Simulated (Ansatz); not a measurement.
`[OH][GeH3]` and `[OH][GeH2][Br]` differ in one atom or group.

Ansatz, PBE0-D4/def2-TZVP geometries, multiplicity 1. Each molecule was computed in one conformer, which needn't be the lowest.

Scalar relativity is left out up to krypton. Spin–orbit coupling is left out; it splits and shifts lone-pair levels of the heavy atoms by tenths of an eV.

```json
{"property": "HOMO–LUMO gap (B3LYP/def2-TZVPP) / eV", "`[OH][GeH3]`": "7.99"}
{"property": "LUMO energy (PBE0/def2-TZVPP) / eV", "`[OH][GeH3]`": "0.11"}
{"property": "LUMO energy (ωB97M-V/def2-TZVPP) / eV", "`[OH][GeH3]`": "1.82"}
{"property": "size of the dipole moment (B3LYP/def2-TZVPP) / D", "`[OH][GeH3]`": "1.44"}
{"property": "size of the dipole moment (ωB97M-V/def2-TZVPP) / D", "`[OH][GeH3]`": "1.46"}
{"property": "HOMO–LUMO gap (ωB97M-V/def2-TZVPP) / eV", "`[OH][GeH3]`": "12.61"}
```

**Question.** Give the same properties after the change, and the shifts. (An estimate is asked.)

**Answer.** Computed: 
```tsv
property	`[OH][GeH2][Br]`	shift
HOMO–LUMO gap (B3LYP/def2-TZVPP) / eV	7.41	-0.58
LUMO energy (PBE0/def2-TZVPP) / eV	-0.38	-0.49
LUMO energy (ωB97M-V/def2-TZVPP) / eV	1.54	-0.28
size of the dipole moment (B3LYP/def2-TZVPP) / D	1.54	0.10
size of the dipole moment (ωB97M-V/def2-TZVPP) / D	1.58	0.12
HOMO–LUMO gap (ωB97M-V/def2-TZVPP) / eV	12.12	-0.49
```

With PBE0 the HOMO rises by 0.07 eV and the LUMO falls by 0.49 eV, so the gap narrows by about 0.56 eV. PBE moves the HOMO by -0.24 eV and ωB97M-V by 0.21 eV. Dipoles are sizes alone; their direction can turn.

B3LYP here is the variant with VWN-RPA as its local correlation; programs differ in this.
